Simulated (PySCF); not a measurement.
Run record for `C[SiH2]N1C=NC=C1C`: B3LYP/3-21G, full TDDFT, 6 singlets.

Method: TDDFT B3LYP/3-21G, vertical, gas phase, core orbitals frozen in the response (PySCF 2.14.0, density-fitted response routines). Geometry: GFN2-xTB. A driver script takes a list of jobs; this job's settings line and coordinates (Å) are shown.

Command:
```bash
OMP_NUM_THREADS=1 python probes_run.py task.json out
```

Input:
```
{"job": {"kind": "uv", "xc": "B3LYP", "basis": "3-21G", "nstates": 6, "ntriplets": 0, "tda": false}, "charge": 0, "multiplicity": 1}
C      2.364469    -0.341936     0.760202
Si     1.275026    -0.671607    -0.757074
N     -0.148926     0.352097    -0.682938
C     -0.345254     1.514269    -1.376214
N     -1.475906     2.084793    -1.109917
C     -2.080724     1.274940    -0.191695
C     -1.285244     0.204683     0.087667
C     -1.500076    -0.946319     1.000521
H      1.833434    -0.521119     1.691598
H      3.239231    -0.984822     0.754045
H      2.712087     0.688205     0.777565
H      0.802660    -2.057349    -0.806727
H      1.940412    -0.283310    -2.000507
H      0.382364     1.892422    -2.065563
H     -3.045435     1.520489     0.206050
H     -2.436246    -0.811537     1.535975
H     -1.550062    -1.880093     0.440375
H     -0.690567    -1.027489     1.724980
```

Output:
```
coarse grid: 15384 points
cycle   1  E = -592.2654511751  dE =  9.257e-01  |g| = 4.944e-01  |ddm| = 4.232e+00
cycle   2  E = -592.1955416076  dE =  6.991e-02  |g| = 7.388e-01  |ddm| = 1.450e+00
cycle   3  E = -592.3252824787  dE = -1.297e-01  |g| = 1.629e-01  |ddm| = 9.375e-01
cycle   4  E = -592.3310265566  dE = -5.744e-03  |g| = 3.957e-02  |ddm| = 1.973e-01
cycle   5  E = -592.3313483835  dE = -3.218e-04  |g| = 1.532e-02  |ddm| = 5.554e-02
cycle   6  E = -592.3314043230  dE = -5.594e-05  |g| = 2.308e-03  |ddm| = 1.524e-02
cycle   7  E = -592.3314055242  dE = -1.201e-06  |g| = 1.031e-03  |ddm| = 3.673e-03
final grid: 143672 points
cycle   8  E = -592.3659013804  dE = -1.870e-05  |g| = 4.194e-03  |ddm| = 1.805e-02
cycle   9  E = -592.3659005081  dE =  8.723e-07  |g| = 4.704e-03  |ddm| = 9.402e-03
cycle  10  E = -592.3659059956  dE = -5.487e-06  |g| = 5.359e-04  |ddm| = 4.875e-03
cycle  11  E = -592.3659060659  dE = -7.035e-08  |g| = 1.736e-04  |ddm| = 8.149e-04
cycle  12  E = -592.3659060729  dE = -6.986e-09  |g| = 6.256e-05  |ddm| = 2.715e-04
cycle  13  E = -592.3659060737  dE = -8.217e-10  |g| = 2.582e-05  |ddm| = 8.569e-05
converged SCF energy = -592.3659060737

Static polarisability (au): isotropic 73.353, principal 51.673 79.854 88.532

Singlet excitations
state   eV       nm        f      main configurations
  1   6.0913    203.5   0.00199   H-1->L 0.90
  2   6.1272    202.4   0.01732   H->L+1 0.53, H->L 0.46
  3   6.4560    192.0   0.09396   H->L 0.48, H->L+1 0.44
  4   6.9259    179.0   0.00622   H-1->L+1 0.88
  5   7.1402    173.6   0.04035   H-2->L 0.50, H->L+2 0.33, H->L+3 0.11
  6   7.3990    167.6   0.07246   H->L+2 0.48, H-2->L 0.21, H-2->L+1 0.16
```

The SCF starts on a coarse grid where the log names one; the energy can jump when the final grid takes over, and dE then counts from the start density on the new grid. H and L stand for HOMO and LUMO; the number after each pair is its weight.

Q: How does the lowest singlet excitation compare with the HOMO–LUMO gap?

A: HOMO -5.90 eV and LUMO 0.80 eV give a gap of 6.70 eV; S1 at 6.09 eV lies 0.61 eV below it.

Q: Give the mean polarisability as a volume in Å³, and the ratio of the largest to the smallest principal value.

A: 73.353 au × 0.148185 = 10.87 Å³; 88.532/51.673 = 1.71.

In short: SCF converged in 13 cycles with 96 basis and 837 fitting functions; HOMO -5.90 eV, LUMO 0.80 eV; lowest singlet 6.09 eV; mean polarisability 73.4 au.

Hardware: an Arm Neoverse V1 with one thread, no GPU, shared host with 64 logical CPUs at a one-minute load of 31. Cost: 17 s (grids of density and orbitals included), 0.64 GiB resident at most.

The values belong to the conformer `[CH3:1][SiH2:2][n:3]1[cH:4][n:5][cH:6][c:7]1[CH3:8]`: C1–Si2–N3–C4 101°.
